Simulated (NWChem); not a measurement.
System meant: 1,3,5-trisilacyclohexane (C3H12Si3); SMILES [SiH2]1C[SiH2]C[SiH2]C1

Here is an NWChem input.

```
start job
memory heap 200 mb stack 900 mb global 1100 mb
geometry units angstroms noautoz
  C      0.744368     1.629937    -0.388102
  Si     1.821058     0.173954     0.165893
  C      1.039382    -1.459610    -0.388102
  Si    -0.759881    -1.664059     0.165893
  C     -1.783751    -0.170326    -0.388102
  Si    -1.061177     1.490106     0.165893
  H      0.774103     1.694833    -1.485177
  H      1.172581     2.567039    -0.008376
  H      3.201395     0.305346    -0.387097
  H      1.933432     0.184885     1.652747
  H      1.080717    -1.517809    -1.485177
  H      1.636830    -2.299004    -0.008376
  H     -1.336260    -2.925162    -0.387097
  H     -0.806601    -1.766844     1.652747
  H     -2.809411    -0.268035    -0.008376
  H     -1.854820    -0.177024    -1.485177
  H     -1.126831     1.581959     1.652747
  H     -1.865135     2.619817    -0.387097
end
basis spherical
  * library def2-svp
end
dft
  odft
  mult 2
  xc b3lyp
  iterations 150
  mulliken
end
task dft energy
```

End of the output:

```
 Summary of "ao basis" -> "" (spherical)
 ------------------------------------------------------------------------------
       Tag                 Description            Shells   Functions and Types
 ---------------- ------------------------------  ------  ---------------------
 *                          def2-svp                  on all atoms

                                 NWChem DFT Module
                                 -----------------

 Summary of "ao basis" -> "ao basis" (spherical)
 ------------------------------------------------------------------------------
       Tag                 Description            Shells   Functions and Types
 ---------------- ------------------------------  ------  ---------------------
 C                          def2-svp                 6       14   3s2p1d
 Si                         def2-svp                 8       18   4s3p1d
 H                          def2-svp                 3        5   2s1p

 Summary of "ao basis" -> "ao basis" (spherical)
 ------------------------------------------------------------------------------
       Tag                 Description            Shells   Functions and Types
 ---------------- ------------------------------  ------  ---------------------
 C                          def2-svp                 6       14   3s2p1d
 Si                         def2-svp                 8       18   4s3p1d
 H                          def2-svp                 3        5   2s1p

      Symmetry analysis of basis
      --------------------------

        a          52
        e+         52
        e-         52

  Rotation of axis
  number of electrons :                   72
  multiplicity        :                    2
 ------------------------------------------------------------------------
  no. of electrons and multiplicity not compatible                  72
 ------------------------------------------------------------------------
 ------------------------------------------------------------------------
  current input line :
    33: task dft energy
 ------------------------------------------------------------------------
 ------------------------------------------------------------------------
 There is an error in the input file
 ------------------------------------------------------------------------
 For more information see the NWChem manual at https://nwchemgit.github.io

0: no. of electrons and multiplicity not compatible:Received an Error in Communication
```

### Question
What is wrong, and how is it mended?

### Answer
The input was rejected before any calculation. Cause: the multiplicity doesn't fit the number of electrons (an even count wants an odd multiplicity, and the reverse). This input runs:
```
start job
memory heap 200 mb stack 900 mb global 1100 mb
geometry units angstroms noautoz
  C      0.744368     1.629937    -0.388102
  Si     1.821058     0.173954     0.165893
  C      1.039382    -1.459610    -0.388102
  Si    -0.759881    -1.664059     0.165893
  C     -1.783751    -0.170326    -0.388102
  Si    -1.061177     1.490106     0.165893
  H      0.774103     1.694833    -1.485177
  H      1.172581     2.567039    -0.008376
  H      3.201395     0.305346    -0.387097
  H      1.933432     0.184885     1.652747
  H      1.080717    -1.517809    -1.485177
  H      1.636830    -2.299004    -0.008376
  H     -1.336260    -2.925162    -0.387097
  H     -0.806601    -1.766844     1.652747
  H     -2.809411    -0.268035    -0.008376
  H     -1.854820    -0.177024    -1.485177
  H     -1.126831     1.581959     1.652747
  H     -1.865135     2.619817    -0.387097
end
basis spherical
  * library def2-svp
end
dft
  xc b3lyp
  iterations 150
  mulliken
end
task dft energy
```
It converges to -989.75966 Ha (B3LYP/def2-SVP).
